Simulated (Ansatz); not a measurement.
Consider the atomization: `FC[SiH2]CF` → 2 C• + 2 F• + 6 H• + Si•.

Program: Ansatz. Geometries: PBE0-D4/def2-TZVP. ΔE: electronic, gas phase. CBS: MP2 limit from def2 TZ/QZ plus the TZ coupled-cluster correction, frozen cores. This one scheme is used for every species, atoms too. DFT in def2-TZVPP. No spin–orbit coupling; open shells (•) take unrestricted orbitals. Spin–orbit coupling would lower the free atoms: a little for C, F, Si. Each species was taken in one conformer, which may not be the lowest.

| level | ΔE (eV) | difference from CCSD(T)/CBS |
| --- | --- | --- |
| r2SCAN-D4 | 40.46 | 0.05 |
| B2PLYP | 39.94 | -0.47 |
| PBE | 40.92 | 0.51 |
| PBE0 | 40.18 | -0.23 |
| MP2/def2-TZVPP | 39.95 | -0.46 |
| CCSD/def2-TZVPP | 38.84 | -1.57 |
| HF/def2-QZVPP | 29.67 | -10.74 |
| MP2/def2-QZVPP | 40.57 | 0.16 |
| SCS-MP2/def2-QZVPP | 40.45 | 0.04 |
| CCSD/CBS(def2) | 39.88 | -0.53 |
| CCSD(T)/CBS | 40.41 | 0 |

Largest T1 diagnostic among the species: 0.012.

In def2-TZVPP, CCSD(T) changes the Hartree–Fock value by +9.75 eV (the triples alone add +0.53 eV) and MP2 by +10.34 eV; breaking electron pairs costs correlation energy, which Hartree–Fock lacks. The D4 term adds +0.31 eV with B3LYP and +0.16 eV with PBE0; it sums over pairs of atoms, weighted by their polarisabilities, and B3LYP, whose exchange is more repulsive, gets the larger term. From PBE to PBE0 (25 % exact exchange), in def2-TZVPP and without D4, ΔE moves by −0.74 eV: exact exchange takes away binding that semilocal exchange gives to molecules.

B3LYP here is the variant with VWN-RPA as its local correlation; programs differ in this.

For atomizations the MP2-based limit and the directly extrapolated one differ by several kJ/mol either way, and by 10 to 25 for some Ge, Se and Sn compounds, so smaller differences from it don't rank the levels.
